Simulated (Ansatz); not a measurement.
`CCO[SiH2]C` + HCl → `CCO[SiH2]Cl` + CH₄  (ligand exchange at the Si–C bond)

Gas-phase electronic energies from Ansatz, PBE0-D4/def2-TZVP geometries. CCSD(T)/CBS adds triple-zeta CCSD(T) − MP2 to the extrapolated MP2 energy (def2 sets, frozen cores). This one scheme is used for every species. DFT in def2-TZVPP. One conformer a species, not always the lowest.

CCSD(T)/CBS gives -112.3 kJ/mol.

Task: Another level gave -115.0 kJ/mol. Which?
A. RPA@PBE/def2-TZVPP
B. HF/def2-TZVPP
C. r2SCAN0/def2-TZVPP
D. PBE0-D4/def2-TZVPP

Result: C. r2SCAN0 -115.0, PBE0-D4 -111.0, HF/def2-TZVPP -120.5, RPA@PBE/def2-TZVPP -105.1 kJ/mol.

Largest T1 diagnostic among the species: 0.010.

Leaving LDA and LC-ωPBE aside and taking each functional with its dispersion term where it has one, the values, not all of them listed here, spread over 8.2 kJ/mol, from BHLYP-D4 to revPBE-D4. LDA lies +5.2 kJ/mol from PBE without D4. At CCSD(T), def2-SVP lies +4.1 kJ/mol from the extrapolated value and def2-TZVPP +3.4 kJ/mol.

CCSD(T)/CBS has its own doubt, a few kJ/mol and more with outer-core shells, so smaller differences from it don't rank the levels.
